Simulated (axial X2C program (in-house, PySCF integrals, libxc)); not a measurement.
# What spin–orbit coupling does to PBr⁻

Calculated with an in-house relativistic program for diatomic molecules. Spin-free means the one-electron spin-free X2C Hamiltonian; two-component (2c) means X2C with spin–orbit coupling and atomic mean-field two-electron Coulomb and Gaunt terms, so the difference of the two also holds small scalar two-electron terms. Basis: Br dyall-acv3z [9s10p7d5f1g], P dyall-av3z [9s8p3d2f] (cores contracted in-house); Gaussian nuclei, density fitting, unrestricted open shells. Masses: Br 78.918 u, P 30.974 u.

Spin-free state: M_S = 1/2, Λ = 1 (beyond evenly filled blocks: π+α, π+β, π-α); fragments Br- + P.

```json
{"level": "PBE0", "Re (Å)": "2.313", "ωe (cm⁻¹)": "336.3", "De (eV)": "0.717", "μ (D)": "-4.38"}
{"level": "PW91", "Re (Å)": "2.335", "ωe (cm⁻¹)": "321.9", "De (eV)": "0.908", "μ (D)": "-4.59"}
```

Dipoles are positive if P is the positive end and refer to the centre of mass.

Q: Within this multiplet, which Ω should lie lowest by the rule for regular and inverted multiplets?

A: The open π shell holds three electrons, one hole, so the multiplet is inverted: Ω = Λ + 1/2 = 3/2. The PBE0 2c search agrees, though Ω = 1/2 of the search lies only 0.05 eV higher.

Two-component determinant lowest at the distance of the search:

Ω = 3/2 (⟨Sz⟩ = 0.50, ⟨Lz⟩ = 1.00 at PBE0); fragments Br- + P.

| level | Re (Å) | ωe (cm⁻¹) | De (eV) | μ (D) |
| --- | --- | --- | --- | --- |
| PBE0 | 2.312 | 336.9 | 0.743 | -4.41 |
| PW91 | 2.334 | 322.4 | 0.937 | -4.63 |

Q: From the two tables, how do the constants change at the PBE0 level (2c against spin-free)?

A: At the PBE0 level Re goes down by 0.001 Å and ωe increases by 0.6 cm⁻¹; De changes by 0.026 eV.

The state is one determinant whose occupation by symmetry is held fixed; it was picked as the lowest of a PBE0 search that is not exhaustive. Dissociation energies refer to the lowest single-determinant-based atoms at the same level and basis. Density functionals use the spin component along the axis (collinear). The functionals have no current-density term, which raises determinants with orbital currents, atoms included. The atomic limit has a lower orbital projection than the molecule and lies lower at mean-field level, so De may be about a tenth of an eV too small. The highest occupied level of some functionals is positive through self-interaction error; at Hartree–Fock it is bound. The stretched end of a curve changes character and is left out.
